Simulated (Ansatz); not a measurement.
Job for Ansatz (a program for electronic structure): R-CCSD(T)/cc-pVDZ on BGeH5 (SMILES [BH2][GeH3]), a point of a torsion scan. The run froze 15 orbitals, filled d shells among them.

Ansatz 0.2 input:
```yaml
crystal:
  periodic: [false, false, false]
  atoms:
    - {symbol: B, position_ang: [1.24213823, -0.07345677, 0.00227713]}
    - {symbol: Ge, position_ang: [-0.74713502, 0.08393203, 0.00610023]}
    - {symbol: H, position_ang: [1.93796002, 0.86138203, -0.04976087]}
    - {symbol: H, position_ang: [1.74565291, -1.12550111, 0.05065136]}
    - {symbol: H, position_ang: [-1.41924322, -0.60822584, -1.13906666]}
    - {symbol: H, position_ang: [-1.41625445, -0.54652510, 1.18788328]}
    - {symbol: H, position_ang: [-1.34064642, 1.45662234, -0.03045196]}
basis:
  gaussian:
    orbitals: cc-pVDZ
magnetization: {spin_polarized: false}
correlation: {method: ccsd_t, electrons: outside_noble_gas}
scf: {lower_state_search: off}
```

Output:

```
WARN ansatz: RAYON_NUM_THREADS=1 ignored (pool sized by the plan → 1); use --threads N
Functional definition: HF
these checks for a lower state are left out or cut short: stability, starts, cluster_reference, orbital_swaps, neighbouring_geometries, increment
integrals: 0.04 GiB planned
672 factors; integrals over basis functions are off by at most 9.5e-4 eV
mean field: 0.15 GiB planned
mean field evaluation 1: about -57221.2908 eV, gradient 1.2e1 eV
mean field evaluation 2: about -57221.3149 eV, gradient 1.3e1 eV
mean field evaluation 4: about -57222.1662 eV, gradient 4.6e-1 eV
mean field evaluation 8: about -57222.1680 eV, gradient 3.2e-4 eV
mean field -57222.16804676 eV, -2102.8758891398 hartree, gradient 1.9e-6 eV, S^2 0.000000; 0 other end points of the search recorded, 0 dependent functions left out
15 core orbitals not correlated
reference -57222.16804676 eV, -2102.8758891398 hartree; 6, 6 occupied and 45, 45 virtual orbitals, 672 factors
second order -5.04572352 eV of doubles, -0.00000000 eV of singles
coupled cluster: 0.11 GiB planned
cycle   1  -5.93578254 eV  change   -8.9e-1 eV  update   6.6e-2
cycle   2  -6.23425105 eV  change   -3.0e-1 eV  update   2.2e-2
cycle   3  -6.24651998 eV  change   -1.2e-2 eV  update   6.5e-3
cycle   4  -6.24387136 eV  change    2.6e-3 eV  update   2.7e-3
cycle   5  -6.24330530 eV  change    5.7e-4 eV  update   1.1e-3
cycle   6  -6.24326541 eV  change    4.0e-5 eV  update   3.6e-4
cycle   7  -6.24327971 eV  change   -1.4e-5 eV  update   1.0e-4
cycle   8  -6.24331229 eV  change   -3.3e-5 eV  update   2.7e-5
cycle   9  -6.24330884 eV  change    3.5e-6 eV  update   6.1e-6
perturbative correction -0.12937058 eV, -0.0047542813 hartree
Total energy: -57228.54072618 eV, -2103.1100807889 hartree
Checks for a lower state left out: stability, starts, cluster_reference, orbital_swaps, neighbouring_geometries, increment
```

The calculation finished and met its thresholds.

Cost: roughly 1.1 core-seconds.
